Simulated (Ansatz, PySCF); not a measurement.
Spin states of F3Re (SMILES [F][Re]([F])[F]), each relaxed with B3LYP-D3(BJ)/def2-TZVP.
State 1 (charge 0, multiplicity 3):
```xyz
4

Re    -0.0142     0.0171    -0.0143
F     -1.5484    -0.9781    -0.0204
F     -0.0158     1.7041    -0.7209
F      1.5204    -0.6760     0.6996
```
State 2 (charge 0, multiplicity 5):
```xyz
4

Re     0.173    -0.069     0.074
F     -1.618    -0.613    -0.192
F     -0.367     1.545    -0.751
F      1.754    -0.795     0.813
```

Singlets are restricted, other states unrestricted; no spin–orbit coupling, no relativity up to Kr; see below for the cores. The largest T1 diagnostic is 0.025.

Correlated levels freeze the inner cores; with def2 sets outer-core shells near the valence are correlated too.

Programs: Ansatz (Gaussian basis) for Hartree–Fock, density functionals and correlated methods; PySCF for the dispersion terms. Each number belongs to the level named beside it. In def2 rows elements past Kr take small-core potentials, without spin–orbit coupling.

Question: One of these levels gives 0.218 eV for the energy of the multiplicity-5 state less that of the multiplicity-3 state. Which?
A. CCSD/def2-TZVPP
B. BHLYP-D4/def2-TZVPP
C. CAM-B3LYP/def2-TZVPP
D. PBE-D3(BJ)/def2-TZVPP

Answer: C, CAM-B3LYP/def2-TZVPP. The others give 0.254 (PBE-D3(BJ)/def2-TZVPP), 0.036 (BHLYP-D4/def2-TZVPP), -0.030 (CCSD/def2-TZVPP)

Ansatz is a first-principles code.
